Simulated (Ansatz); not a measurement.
Species: [Ta(Cl)3(NH2)2] (charge 0, multiplicity 1), formula H$_{4}$Cl$_{3}$N$_{2}$Ta.

Problem. How many basis functions does frozen-core CCSD(T)/def2-TZVPP // r2SCAN-D4/def2-SVP (Ansatz, an electronic-structure program) use, how many core orbitals are frozen, and how many electrons are correlated?

Solution. 300 basis functions and 17 frozen orbitals, which leaves 48 correlated electrons. Core time is of the order of minutes.
